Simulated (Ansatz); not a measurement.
Ansatz (a program for electronic structure) input (B3LYP/6-31G**): The .json file is the Basis Set Exchange's 6-31G**.

Ansatz 0.2 input:
```yaml
crystal:
  periodic: [false, false, false]
  atoms:
    - {symbol: O, position_ang: [1.42900200, 0.33684500, -0.85309600]}
    - {symbol: Si, position_ang: [0.13788900, 0.03250300, -0.08231800]}
    - {symbol: F, position_ang: [0.19104700, -1.14820500, 1.03717100]}
    - {symbol: F, position_ang: [-0.51648700, 1.23814800, 0.79424800]}
    - {symbol: F, position_ang: [-1.15927800, -0.43992100, -0.94506200]}
basis:
  gaussian:
    orbitals: 6-31G__.json
hamiltonian:
  xc: {name: B3LYP}
total_charge: -1
output: {forces: true}
```

Output:

```
Functional definition: B3LYP
integrals: 0.03 GiB planned
665 factors; integrals over basis functions are off by at most 8.4e-4 eV
mean field: 0.24 GiB planned
mean field evaluation 1: about -18077.8054 eV, gradient 5.0e1 eV
mean field evaluation 2: about -18052.8039 eV, gradient 1.2e2 eV
mean field evaluation 4: about -18082.3157 eV, gradient 6.9e0 eV
mean field evaluation 8: about -18082.5028 eV, gradient 2.1e-1 eV
mean field evaluation 16: about -18082.5029 eV, gradient 4.9e-5 eV
mean field -18082.50286306 eV, -664.5197234569 hartree, gradient 4.9e-5 eV, S^2 0.000000; 0 other end points of the search recorded, 0 dependent functions left out
the calculation of the forces begins
reference -18082.50307444 eV, -664.5197312249 hartree; 25, 25 occupied and 54, 54 virtual orbitals, 665 factors
Total energy: -18082.50307444 eV, -664.5197312249 hartree
Atom 0 at     1.429002     0.336845    -0.853096 Å, force     0.410953     0.096840    -0.245345 eV/Å
Atom 1 at     0.137889     0.032503    -0.082318 Å, force    -0.092150    -0.021779     0.054992 eV/Å
Atom 2 at     0.191047    -1.148205     1.037171 Å, force    -0.009068    -0.171164     0.168510 eV/Å
Atom 3 at    -0.516487     1.238148     0.794248 Å, force    -0.109371     0.166927     0.134151 eV/Å
Atom 4 at    -1.159278    -0.439921    -0.945062 Å, force    -0.200364    -0.070824    -0.112308 eV/Å
Dipole moment:    -0.498125    -0.117418     0.297375 e Å
```

The dipole moment of an ion depends on the origin.

The geometry given is a B3LYP-D3(BJ)/def2-TZVP minimum.
